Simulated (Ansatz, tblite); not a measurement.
Cost and result up the ladder for the cluster HfO₃⁻ (the lowest doublet isomer of a short search) (4 atoms). Charge -1, multiplicity 2. Geometry: r2SCAN-D4/def2-TZVPD.

```xyz
4

Hf    0.024   -0.035    0.011
O    -0.724   -1.724   -0.343
O    -1.015    1.495   -0.447
O     1.714    0.263    0.779
```

Ansatz on 4 threads of Arm Neoverse V2 on a shared host; xTB runs through tblite on one thread. Times are rough, summed over both states, and most runs start from the orbitals of an earlier one. CCSD(T)/def2-TZVPD serves as the yardstick here, not as an exact answer. The other state is a quartet at its own geometry.

In the def2 sets Hf takes a core potential; there is no spin–orbit coupling. The xTB rows come from tblite. LC-ωPBE has ω = 0.4 bohr⁻¹. HSE06 is defined as in plane-wave codes, on full-range PBE exchange. Correlated methods freeze 3 core orbitals; core or outer-core shells of Hf are correlated, in sets that lack core-valence functions. In CCSD on the charge -1 doublet the largest single amplitude is 0.18, so its Hartree–Fock determinant may place the open shell otherwise than the density functionals do. The structure comes from a short search, and lower isomers may exist.

Correlated methods converge slowly with the basis.

xTB has no spin-polarisation term.

```
                           level  functions  wall time  quartet − doublet (eV)  difference from CCSD(T)/def2-TZVPD (eV)                    remarks
                        GFN1-xTB         21    0.006 s                    4.96                                     3.38                          –
                        GFN2-xTB         21    0.007 s                    3.71                                     2.13                          –
               PBE-D4/def2-TZVPD        163      7.6 s                    1.96                                     0.39  HOMO above zero (quartet)
              RPA@PBE/def2-TZVPD        163       10 s                    1.72                                     0.14                          –
             HSE06-D4/def2-TZVPD        163       15 s                    1.56                                    -0.02  HOMO above zero (quartet)
              LC-ωPBE/def2-TZVPD        163       15 s                    1.55                                    -0.02                          –
PBE0-D4/def2-TZVPD (with forces)        163       18 s                    1.54                                    -0.04                          –
               B2PLYP/def2-TZVPD        163       18 s                    1.73                                     0.16                          –
            r2SCAN-D4/def2-TZVPD        163       25 s                    1.69                                     0.12  HOMO above zero (quartet)
           r2SCAN0-D4/def2-TZVPD        163       29 s                    1.29                                    -0.28                          –
              ωB97M-V/def2-TZVPD        163       59 s                    1.70                                     0.12                          –
              CCSD(T)/def2-TZVPD        163     16 min                    1.57                                     0.00                          –
```
